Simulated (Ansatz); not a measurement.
Coupled-cluster diagnostics for Ag2Br, Ansatz.

Geometry of the doublet (r2SCAN-D4/def2-TZVP):

```xyz
3

Ag    0.801    0.090   -0.036
Ag   -0.875    1.670   -1.307
Br    0.074   -1.760    1.343
```

In the def2 sets Ag takes a core potential; there is no spin–orbit coupling. Correlated methods freeze 9 core orbitals; core or outer-core shells of Ag, Br are correlated, in sets that lack core-valence functions. The structure comes from a short search, and lower isomers may exist.

Geometry of the charge 0 quartet (r2SCAN-D4/def2-TZVP):

```xyz
3

Ag    0.7614    0.5116    0.8533
Ag   -1.7682    1.1779   -0.3704
Br    1.0067   -1.6895   -0.4828
```

**Question.** Estimate the CCSD(T) correlation energy, the shares of MP2 and (T), T1 and the reference's ⟨S²⟩ for: charge 0, doublet, own geometry in def2-SVP; charge 0, quartet, own geometry in def2-SVP; and the rough time on 4 threads of Arm Neoverse V2 on a shared host.

**Answer.** 
| state | basis | correlation (eV) | MP2 share (%) | (T) share (%) | T1 | ⟨S²⟩ (pure) | wall time |
| --- | --- | --- | --- | --- | --- | --- | --- |
| charge 0, doublet, own geometry | def2-SVP | -24.357 | 100.4 | 2.7 | 0.019 | 0.76 (0.75) | 18 s |
| charge 0, quartet, own geometry | def2-SVP | -23.910 | 99.7 | 2.7 | 0.021 | 3.76 (3.75) | 22 s |
Customary marks for T1 are 0.02 (closed shells), 0.045 (open shells) and about 0.05 (3d metals). T1 exceeds 0.02 in 1 of 2 rows and 0.045 in 0; the higher it lies, the less the single-reference result can be trusted.
